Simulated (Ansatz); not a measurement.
```yaml
crystal:
  periodic: [false, false, false]
  atoms:
    - {symbol: Al, position_ang: [1.496725, 1.019883, -0.075604]}
    - {symbol: H, position_ang: [3.094809, 0.878564, -0.256156]}
    - {symbol: H, position_ang: [0.701291, 2.376931, 0.170818]}
    - {symbol: O, position_ang: [0.732217, 0.226191, -1.495440]}
    - {symbol: Al, position_ang: [-1.090099, -0.318596, -1.639183]}
    - {symbol: H, position_ang: [-1.082444, -1.849104, -1.946275]}
    - {symbol: H, position_ang: [-1.915614, 0.803313, -2.478535]}
    - {symbol: O, position_ang: [-1.405302, 0.042812, 0.154880]}
    - {symbol: Al, position_ang: [-0.685181, -0.707992, 1.770908]}
    - {symbol: H, position_ang: [-0.742482, -2.249284, 1.795805]}
    - {symbol: H, position_ang: [-1.338372, 0.230022, 2.893156]}
    - {symbol: O, position_ang: [1.056546, -0.159198, 1.334111]}
    - {symbol: H, position_ang: [1.377869, -0.279442, -2.225233]}
    - {symbol: H, position_ang: [-1.897418, 0.872653, 0.279019]}
    - {symbol: H, position_ang: [1.799697, -0.743811, 1.571554]}
basis:
  gaussian: {orbitals: def2-mTZVPP}
total_charge: -1
magnetization: {spin_polarized: true, initial_magnetization: 1}
hamiltonian: {xc: {name: wPBEh}}
scf: {omitted_lower_state_checks: [starts]}
```

```sh
$ ansatz run in.yaml --threads 4 --pin off --events-out ev --progress --plain --max-ram 4787MiB
```

It prints (some lines left out):

```
Functional definition: wPBEh
1728 factors; their error is unknown
158 factors; integrals over basis functions are off by at most 3.2e-7 eV
mean field evaluation 1: about -26067.8754 eV, gradient 3.7e1 eV
mean field evaluation 2: about -26060.2528 eV, gradient 6.0e1 eV
mean field evaluation 4: about -26071.9668 eV, gradient 8.7e0 eV
mean field evaluation 8: about -26072.5445 eV, gradient 1.1e-1 eV
mean field evaluation 16: about -26072.6990 eV, gradient 1.3e-3 eV
mean field -26072.69900646 eV, -958.1540157773 hartree, gradient 1.7e-5 eV, S^2 0.751383; 0 other end points of the search recorded, 0 dependent functions left out
reference -26072.69907541 eV, -958.1540183110 hartree; 37, 36 occupied and 146, 147 virtual orbitals, 1728 factors
Total energy: -26072.69907541 eV, -958.1540183110 hartree
Checks for a lower state left out: starts
```

It took 7 s on 4 threads of AMD EPYC 7B13 on a shared host, peak host memory 0.94 GiB.

The highest occupied level of an anion often lies above zero with these methods, and sets without diffuse functions describe the outer electron poorly.
